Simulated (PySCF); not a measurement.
# Telling isomers of C5H5F3NP apart by NMR

Level of theory: GIAO PBE0/pcSseg-1 shieldings, geometry from GFN2-xTB, in PySCF 2.14.0 with density-fitted response routines (a single conformation, no solvent, averaged over atoms made equivalent by symmetry, fast rotation or ring inversion, no relativistic terms).

Referencing at the same level of theory: 1H (σ = 31.72 ppm) and 13C (σ = 186.93 ppm) vs TMS. Splittings of carbon signals by F and P are missing where no couplings were computed. Where no couplings were computed, multiplicities follow the n + 1 count of equivalent neighbours, and m marks all less simple cases (inequivalent or close neighbours, rings, F or P nearby). Shifts are as computed. Against solution values, carbons near 30 ppm lie about +3 ppm off and those near 130 ppm about +5 ppm (rms about the fit 2.1 ppm; single classes can miss by 10 ppm). Of 1328 compounds with measured shifts, 309 miss one by over three times the rms of a fit or turn the order of signals round; such compounds aren't used in these exercises. Signals without a measured value on file couldn't be tested in this way; 1H shifts scatter by 0.2 ppm about their fit, and single ones miss by 0.5 ppm.

(1) Tabulate the signals of `N#CCC/P=C\C(F)(F)F`, `Cn1cpcc1C(F)(F)F` and their relative energies.

(2) What is the quickest way to tell N#CCC/P=C\C(F)(F)F from Cn1cpcc1C(F)(F)F?

Results:

(1) 
| SMILES | carbon types | δC | δH | E rel. (kcal/mol) |
| --- | --- | --- | --- | --- |
| N#CCC/P=C\C(F)(F)F | 2×C 1×CH 2×CH2 | 182.6, 130.8, 123.9, 32.5, 16.0 | 8.72 (m, 1H), 2.94 (m, 2H), 2.72 (m, 2H) | 30.7 |
| Cn1cpcc1C(F)(F)F | 2×C 2×CH 1×CH3 | 165.8, 143.1, 134.2, 130.5, 39.3 | 8.04 (m, 1H), 8.02 (m, 1H), 4.12 (s, 3H) | 0.0 |

Energies are electronic energies at PBE0/pcSseg-1 on these geometries, without zero-point or thermal terms, each for the one conformer computed, which needn't be the lowest.

(2) Both give the same number of carbon signals, but DEPT or the intensities differ. The first has an sp3 CH2 bonded to P at 32.5 ppm, the second a methyl carbon bonded to N (CH3) at 39.3 ppm. Their most deshielded carbons lie at 182.6 and 165.8 ppm. In the proton spectra the most deshielded non-exchanging signals are 8.72 (m, 1H) and 8.04 (m, 1H).
